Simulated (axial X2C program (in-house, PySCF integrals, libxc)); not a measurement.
What spin–orbit coupling does to Sn₂⁻

Computed with an in-house all-electron X2C program for linear molecules (integrals from PySCF). Spin-free means the one-electron spin-free X2C Hamiltonian; two-component (2c) means X2C with spin–orbit coupling and atomic mean-field two-electron Coulomb and Gaunt terms, so the difference of the two also holds small scalar two-electron terms. Basis: Sn dyall-acv3z [12s13p10d5f1g] (cores contracted in-house); Gaussian nuclei, density fitting, unrestricted open shells. Masses: Sn 119.902 u.

Spin-free state: M_S = 1/2, Λ = 1 (beyond evenly filled blocks: π+α, π+β, π-α); fragments Sn- + Sn.

```csv
level,Re (Å),ωe (cm⁻¹),De (eV)
PBE0,2.661,211.8,2.700
r2SCAN,2.671,207.4,2.637
```

Task: Within this multiplet, which Ω should lie lowest by the rule for regular and inverted multiplets?

Result: The open π shell holds three electrons, one hole, so the multiplet is inverted: Ω = Λ + 1/2 = 3/2. The PBE0 2c search agrees.

Two-component determinant lowest at the distance of the search:

Ω = 3/2 (⟨Sz⟩ = 0.51, ⟨Lz⟩ = 0.99 at PBE0); fragments Sn- + Sn.

| level | Re (Å) | ωe (cm⁻¹) |
| --- | --- | --- |
| PBE0 | 2.662 | 209.4 |
| r2SCAN | 2.671 | 206.1 |

Task: From the two tables, how do the constants change at the PBE0 level (2c against spin-free)?

Result: At the PBE0 level Re rises by 0.001 Å and ωe falls by 2.4 cm⁻¹.

Occupations by symmetry block were frozen at the best pattern of an incomplete PBE0 search. De is counted from the lowest determinant-based energies of the atoms at the same level, without counterpoise correction. De is not given where an atomic determinant may have missed its ground term or J level, or where the truncated virtual space spoils (T). Density functionals use the spin component along the axis (collinear). Other states lie close and PBE0, whose exact exchange favours high spin, may order them wrongly; the determinant shown need not be the ground state. The nearest other spin-free determinant of the search, M_S = 1/2, Λ = 0, lies 0.18 eV up at the distance of the search. The functionals have no current-density term, which raises determinants with orbital currents, atoms included. At some level and bond length an empty orbital lies below a filled one. The highest occupied level of some functionals is positive through self-interaction error; at Hartree–Fock it is bound.
